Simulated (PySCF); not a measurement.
Several structures and their simulated spectra, in scrambled order.

A. 1,2-difluoroethane (SMILES FCCF)
B. `C=C(C=O)/C=C/C`
C. `InChI=1S/C3H3FO2/c4-2-1-3(5)6/h1-2H,(H,5,6)/b2-1+`
D. SMILES C=C/C=C/C(C)=O

Spectrum 1. ¹H NMR (500 MHz, computed): δ 7.60 (m, 1H), 6.76 (m, 1H), 6.20 (d, 1H), 6.13 (m, 1H), 6.01 (m, 1H), 2.22 (s, 3H). ¹³C{¹H} NMR (computed): δ 199.3 (C), 151.1 (CH), 144.2 (CH), 137.1 (CH2), 132.9 (CH), 34.0 (CH3).

Spectrum 2. ¹H NMR (500 MHz, computed): δ 8.02 (m, 1H), 6.03 (br s, 1H), 5.90 (m, 1H). ¹³C{¹H} NMR (computed): δ 178.0 (CH), 170.3 (C), 109.6 (CH).

Spectrum 3. ¹H NMR (500 MHz, computed): δ 4.99 (m, 4H). ¹³C{¹H} NMR (computed): δ 88.7 (CH2).

Spectrum 4. ¹H NMR (500 MHz, computed): δ 10.26 (s, 1H), 6.60 (m, 1H), 6.58 (m, 1H), 6.45 (br s, 1H), 5.56 (br s, 1H), 2.07 (d, 3H). ¹³C{¹H} NMR (computed): δ 195.0 (CH), 146.6 (C), 137.1 (CH), 135.6 (CH), 133.3 (CH2), 23.3 (CH3).

PySCF 2.14.0 with density-fitted response routines calculation with σ from GIAO-PBE0/pcSseg-1 and structure optimised with GFN2-xTB; no relativistic terms, one averaged value for each set of equivalent atoms, single conformer, no solvent model.

References, each an isolated molecule treated in the same way: TMS for ¹H (31.72 ppm) and ¹³C (186.93 ppm). Splittings of carbon signals by F and P are missing where no couplings were computed. Where no couplings were computed, multiplicities follow the n + 1 count of equivalent neighbours, and m marks all less simple cases (inequivalent or close neighbours, rings, F or P nearby). Acid and N–H amide carbonyl carbons lie up to 10 ppm further downfield in solution (hydrogen bonding). Shifts are as computed. Against solution values, carbons near 30 ppm lie about +3 ppm off and those near 130 ppm about +5 ppm (rms about the fit 2.1 ppm; single classes can miss by 10 ppm). Of 1328 compounds with measured shifts, 309 miss one by over three times the rms of a fit or turn the order of signals round; such compounds aren't used in these exercises. Signals without a measured value on file couldn't be tested in this way; 1H shifts scatter by 0.2 ppm about their fit, and single ones miss by 0.5 ppm. OH and NH positions are gas-phase values without hydrogen bonding to other molecules.

Task: Match each spectrum to its structure.

Result: 1–D, 2–C, 3–A, 4–B.

- Spectrum 1 (D): 6 ¹³C signals; δC 199.3 is a ketone carbonyl carbon; δC 151.1 is a β carbon of a C=C–C=O unit.
- Spectrum 2 (C): 3 ¹³C signals; δC 178.0 is a β carbon of a C=C–C=O unit; δC 170.3 is a carboxylic acid carbon.
- Spectrum 3 (A): a single ¹³C signal, at 88.7 ppm (sp3 CH2 bonded to F); δH 4.99 is the hydrogen on an sp3 CH2 bonded to F.
- Spectrum 4 (B): 6 ¹³C signals; δC 195.0 is an aldehyde carbonyl carbon; δC 146.6 is an α carbon of a C=C–C=O unit.
